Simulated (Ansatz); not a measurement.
Relaxation of C2H8AlClSn (13 atoms, charge 0, multiplicity 1), to a largest force component of 0.015 eV/Å in at most 40 steps.

Theory: Ansatz, RKS PBE-D4/def2-SVP.

```xyz
13
Properties=species:S:1:pos:R:3
C 0.171 1.068 1.130
C -0.390 -0.122 0.376
Al 0.799 -1.679 0.644
Cl -1.938 -0.540 0.958
Sn -0.487 0.282 -1.746
H -0.564 1.985 0.946
H 0.203 0.917 2.215
H 1.172 1.411 0.747
H 0.280 -2.999 1.375
H 2.360 -1.586 0.220
H -1.100 -1.128 -2.539
H 1.132 0.691 -2.296
H -1.617 1.667 -2.015
```

Problem. Where does it end, and by what steps?

Solution. The run converged. After 27 steps the energy has fallen by 0.685 eV; H10 moved furthest, 2.23 Å. Joined: Al3–Cl4 (2.98 → 2.45 Å).

```csv
step,energy less start (eV),largest force component (eV/Å),accepted
0,0.0000,2.620,yes
1,-0.2504,1.494,yes
2,-0.3521,0.763,yes
3,-0.3268,1.156,no
4,-0.3792,0.143,yes
5,-0.3842,0.073,yes
6,-0.3872,0.099,yes
7,-0.3831,0.291,no
8,-0.3915,0.045,yes
9,-0.3933,0.069,yes
10,-0.3936,0.159,yes
11,-0.3951,0.081,yes
12,-0.3968,0.035,yes
13,-0.3983,0.054,yes
14,-0.3990,0.209,yes
15,-0.4023,0.138,yes
16,-0.4129,0.067,yes
17,-0.4271,0.119,yes
18,-0.4500,0.257,yes
19,-0.4848,0.237,yes
20,-0.5372,0.307,yes
21,-0.5981,0.278,yes
22,-0.6439,0.263,yes
23,-0.6707,0.301,yes
24,-0.6725,0.302,yes
25,-0.6807,0.159,yes
26,-0.6837,0.125,yes
27,-0.6854,0.008,yes
```

```xyz
13
Properties=species:S:1:pos:R:3
C 0.370 1.276 0.988
C 0.022 -0.002 0.261
Al 0.709 -1.779 0.830
Cl -1.520 -0.831 1.183
Sn -0.664 0.260 -1.802
H -0.416 2.060 0.936
H 0.622 1.103 2.056
H 1.281 1.690 0.501
H 0.624 -2.988 -0.210
H 1.461 -1.842 2.240
H -1.273 -1.237 -2.397
H 0.697 0.778 -2.739
H -1.893 1.478 -1.830
```

Whether the end is a true minimum wasn't checked by a vibrational analysis.

Time of the run: 2.9 min on 2 threads of Arm Neoverse N1 (shared host), peak memory 0.2 GiB.
